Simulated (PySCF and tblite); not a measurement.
2 E/Z isomers of C₆H₉F, numbered alike:

| isomer | SMILES | descriptors |
| --- | --- | --- |
| A | [CH2:1]=[CH:2]/[CH:3]=[C:4](\[F:5])[CH2:6][CH3:7] | 3=4 Z |
| B | [CH2:1]=[CH:2]/[CH:3]=[C:4](/[F:5])[CH2:6][CH3:7] | 3=4 E |

Computed spectrum of one of them (conformer average at 298.15 K; PBE0-D3(BJ)/def2-SVP geometries, energies PBE0/def2-SVP (D3(BJ) added where defined), GIAO shieldings PBE0/def2-SVP; references on GFN2-xTB geometries), in ppm: ¹H (against TMS): 6.21 (1H), 5.55 (1H), 5.09 (1H), 4.99 (1H), 2.09 (2H), 0.98 (3H). ¹³C (against TMS): 165.3 (1C), 130.0 (1C), 115.3 (1C), 107.9 (1C), 22.2 (1C), 12.0 (1C). ¹⁹F (against CFCl3): -77.4 (1F). Of the H, only those on carbon are given.

Question: Which isomer is it?

Answer: B. After a straight-line scaling (slope 0.85 to 1.15) of computed carbon shifts, the largest errors are A 3.4 ppm (at 22.2), B 0.9 ppm (at 107.9). Assigned: ¹H (against TMS): 6.21 (H2, 1H), 5.55 (H3, 1H), 5.09 (H1a, 1H), 4.99 (H1b, 1H), 2.09 (H6, 2H), 0.98 (H7, 3H). ¹³C (against TMS): 165.3 (C4), 130.0 (C2), 115.3 (C1), 107.9 (C3), 22.2 (C6), 12.0 (C7). ¹⁹F (against CFCl3): -77.4 (F5). For comparison, at another level (PBE0-D3(BJ)/def2-SVP geometries, energies PBE0/def2-TZVP (IEF-PCM, chloroform) (D3(BJ) added where defined), GIAO shieldings PBE0/pcSseg-1 (IEF-PCM, chloroform)) the isomers give: A: ¹H (against TMS): 6.84 (H2, 1H), 5.39 (H1a, 1H), 5.38 (H3, 1H), 5.30 (H1b, 1H), 2.28 (H6, 2H), 1.14 (H7, 3H). ¹³C (against TMS): 173.1 (C4), 137.9 (C2), 121.5 (C1), 112.3 (C3), 29.2 (C6), 12.1 (C7). ¹⁹F (against CFCl3): -99.7 (F5). B: ¹H (against TMS): 6.55 (H2, 1H), 5.86 (H3, 1H), 5.45 (H1a, 1H), 5.36 (H1b, 1H), 2.38 (H6, 2H), 1.15 (H7, 3H). ¹³C (against TMS): 176.1 (C4), 139.4 (C2), 123.1 (C1), 114.3 (C3), 25.2 (C6), 13.3 (C7). ¹⁹F (against CFCl3): -99.2 (F5).

Unscaled ¹⁹F shifts at such levels can be off by tens of ppm; differences between conformers or isomers are more reliable. Shifts are unscaled: against experiment ¹³C can be off by 15 ppm or more and ¹H by 0.8 ppm. Thermal terms of a conformer that GFN2-xTB lacks, or places elsewhere, come from the nearest GFN2-xTB minimum; such a conformer stays in the set even outside the window. The search found a single conformer for at least one isomer; other rotamers may be missing.
